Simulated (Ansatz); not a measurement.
Job for Ansatz (a first-principles code): U-r2SCAN/def2-TZVPP on H2IIn (SMILES [InH2][I]), a point of a bond scan (R = 1.885 Å). Elements past Kr take the def2 small-core potentials; no spin–orbit coupling.

Ansatz 0.2 input:
```yaml
crystal:
  periodic: [false, false, false]
  atoms:
    - {symbol: In, position_ang: [-0.72638877, -1.13552285, 0.19955666]}
    - {symbol: H, position_ang: [-0.00393995, -2.27795723, 1.51394068]}
    - {symbol: H, position_ang: [-2.11914691, -1.24747254, -0.79314453]}
    - {symbol: I, position_ang: [0.71286441, 1.11438097, -0.19584118]}
basis:
  gaussian:
    orbitals: def2-TZVPP
hamiltonian:
  xc: {name: r2SCAN}
magnetization: {spin_polarized: true, initial_magnetization: 0}
```

### Question
Give the final energy of this run.

### Answer
-489.2562 hartree.

### Question
How many basis functions does it have, and what does it roughly cost on one machine?

### Answer
128 functions; around 5 core-seconds (rough).
